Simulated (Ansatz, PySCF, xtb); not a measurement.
Potential energy curve for ammonia borane, H₆BN, SMILES [BH3-][NH3+]. The N2–H8 bond (N2 also carries B, H, H; H8 carries nothing else) is pulled apart rigidly from the PBE0/def2-TZVP optimised geometry.

Methods: GFN1-xTB (xtb); RKS-B3LYP/6-31G* = restricted B3LYP/6-31G*, spherical d in PySCF; RKS-B3LYP/LANL2DZ = restricted B3LYP/LANL2DZ (PySCF 2.14.0); UCCSD(T) = CCSD(T) on UHF/cc-pVDZ, frozen core run with Ansatz (a first-principles code).

Energies relative to the lowest point of each curve near equilibrium, in kJ/mol; the last columns give the difference from UCCSD(T):

| R / Å | GFN1-xTB | RKS-B3LYP/6-31G* | RKS-B3LYP/LANL2DZ | UCCSD(T) | GFN1-xTB − UCCSD(T) | RKS-B3LYP/6-31G* − UCCSD(T) | RKS-B3LYP/LANL2DZ − UCCSD(T) |
|---|---|---|---|---|---|---|---|
| 0.83 | 107.8 | 117.1 | 123.0 | 124.5 | -16.7 | -7.3 | -1.5 |
| 0.89 | 40.3 | 47.3 | 50.6 | 51.3 | -10.9 | -3.9 | -0.7 |
| 0.96 | 5.8 | 8.5 | 9.5 | 9.7 | -3.9 | -1.2 | -0.1 |
| 0.98 | 2.0 | 3.5 | 4.1 | 4.2 | -2.2 | -0.7 | -0.1 |
| 1.01 | 0.0 | 0.0 | 0.0 | 0.0 | 0.0 | 0.0 | 0.0 |
| 1.05 | 3.1 | 1.4 | 0.8 | 0.8 | 2.2 | 0.6 | 0.0 |
| 1.10 | 13.8 | 10.8 | 9.7 | 9.8 | 4.0 | 1.0 | -0.2 |
| 1.14 | 26.5 | 22.8 | 21.4 | 21.8 | 4.7 | 1.0 | -0.4 |
| 1.22 | 59.2 | 54.9 | 53.3 | 54.2 | 5.1 | 0.7 | -0.9 |
| 1.34 | 119.1 | 113.5 | 112.3 | 113.9 | 5.3 | -0.3 | -1.6 |
| 1.49 | 198.1 | 190.9 | 190.9 | 192.2 | 5.9 | -1.3 | -1.3 |
| 1.68 | 288.6 | 281.9 | 284.2 | 284.9 | 3.8 | -3.0 | -0.6 |
| 1.88 | 365.7 | 363.4 | 367.9 | 363.3 | 2.3 | 0.1 | 4.6 |
| 2.15 | 442.1 | 450.1 | 456.3 | 435.8 | 6.3 | 14.3 | 20.5 |
| 2.49 | 504.2 | 527.6 | 534.5 | 468.9 | 35.3 | 58.8 | 65.6 |
| 2.96 | 549.5 | 594.7 | 601.3 | 476.4 | 73.1 | 118.3 | 124.8 |

GFN1-xTB is furthest from UCCSD(T) at 2.96 (73.1 kJ/mol, above); its mean absolute difference over the points is 11.4 kJ/mol.

RKS-B3LYP/6-31G* is furthest from UCCSD(T) at 2.96 (118.3 kJ/mol, above); its mean absolute difference over the points is 13.3 kJ/mol.

RKS-B3LYP/LANL2DZ is furthest from UCCSD(T) at 2.96 (124.8 kJ/mol, above); its mean absolute difference over the points is 13.9 kJ/mol.

The restricted form behind RKS-B3LYP/6-31G*, RKS-B3LYP/LANL2DZ keeps the bonding electrons paired and can't separate into open-shell fragments. The unrestricted determinant behind UCCSD(T) is spin-contaminated at 1.68 to 2.96 Å (<S²> up to 1.0, against 0.00 for a pure singlet).
